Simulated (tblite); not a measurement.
C₆H₁₄P (charge +1).
Z-matrix (Å and degrees, GFN2-xTB geometry), rows numbered from 1:
```
C 
C   1  1.3195
C   2  1.5050  1  123.71
P   3  1.8193  2  109.38  1  -117.05
C   4  1.8029  3  110.15  2    60.10
C   4  1.8184  3  112.52  2  -173.92
C   6  1.5274  4  111.62  3   172.90
H   1  1.0776  2  122.15  3     0.34
H   1  1.0756  2  121.54  3  -178.39
H   2  1.0822  1  120.86  3   178.40
H   3  1.0953  2  110.63  1   123.78
H   3  1.0947  2  111.22  1     2.91
H   4  1.3808  3  107.24  2   -56.00
H   5  1.0893  4  110.48  3  -171.88
H   5  1.0912  4  109.31  3    67.80
H   5  1.0905  4  109.31  3   -51.53
H   6  1.0944  4  107.75  3    51.29
H   6  1.0948  4  107.92  3   -64.91
H   7  1.0886  6  111.06  4   -56.59
H   7  1.0870  6  109.48  4  -175.78
H   7  1.0873  6  111.60  4    64.90
```

All values are computed: GFN2-xTB (tblite) harmonic vibrations without scaling, gas phase. Against measured fundamentals such values can be off by several per cent, at times by over 20. Modes of hydrogen on phosphorus can be 10 to 20 % off. One conformer, not necessarily the lowest.

Harmonic wavenumbers (cm⁻¹): 46.4, 49.5, 66.6, 118.5, 146.5, 190.5, 196.1, 247.1, 274.3, 295.2, 410.0, 586.5, 685.7, 699.3, 717.4, 770.2, 797.7, 836.8, 866.6, 880.9, 918.0, 932.4, 936.1, 998.9, 1007.0, 1013.5, 1037.5, 1060.1, 1134.1, 1182.7, 1192.8, 1238.5, 1279.9, 1314.7, 1378.7, 1389.1, 1390.0, 1399.5, 1401.0, 1419.4, 1475.4, 1484.2, 1701.6, 2403.4, 2926.4, 2936.2, 2940.8, 2945.4, 2986.9, 2996.0, 3007.2, 3033.3, 3046.9, 3058.3, 3059.2, 3109.0, 3147.1.

A = 5002, B = 1044, C = 935.6 MHz; mass 117.083 u (most abundant isotopes); point group C1, symmetry number 1.

Problem. What is the zero-point energy?

Solution. Half the sum of the wavenumbers: 39382 cm⁻¹ = 112.60 kcal/mol.

Problem. Entropy at 298.15 K, 1 bar (ideal gas, RRHO, classical rotation)?

Solution. Translation 40.21, rotation 28.58, vibration 33.47: S = 102.3 cal/(mol K).

Problem. And Cp and H(298.15 K) − H(0)?

Solution. Cp = 39.75 cal/(mol K), of which vibrations give 31.81 (their classical limit is 57 R = 113.3); H(298.15 K) − H(0) = 7.37 kcal/mol without the zero-point energy, 5.00 from vibrations.

Problem. What must be added to the electronic energy to get the Gibbs energy at 298.15 K and 1 bar?

Solution. ZPE + [H(298.15 K) − H(0)] − T·S = 112.60 + 7.37 − 30.49 = 89.48 kcal/mol.

Problem. Which modes carry the vibrational entropy at 298.15 K?

Solution. 46.4 cm⁻¹: 4.97; 49.5 cm⁻¹: 4.84; 66.6 cm⁻¹: 4.25; 118.5 cm⁻¹: 3.12; 146.5 cm⁻¹: 2.72; 190.5 cm⁻¹: 2.22 cal/(mol K); the other 51 give 11.36 together.

Problem. How do the functions run with temperature in this model?

Solution. 
```csv
T (K),S (cal/(mol K)),Cp (cal/(mol K)),H − H(0) (kcal/mol),G − H(0) (kcal/mol),ln q(vib)
50,59.1,14.8,0.55,-2.41,0.80
100,71.4,20.9,1.45,-5.69,2.40
373.15,112.1,47.8,10.65,-31.16,10.51
500,127.8,59.8,17.51,-46.39,14.00
750,155.5,76.9,34.76,-81.89,20.64
1000,179.3,88.5,55.52,-123.82,26.85
```

q(vib) and H(0) count from the zero-point level.

Hindered rotation and anharmonicity are outside this model. Other conformers, if any are populated, would add a mixing term that is left out. The structure is chiral; the term R ln 2 for an equal mix with its mirror image is left out.
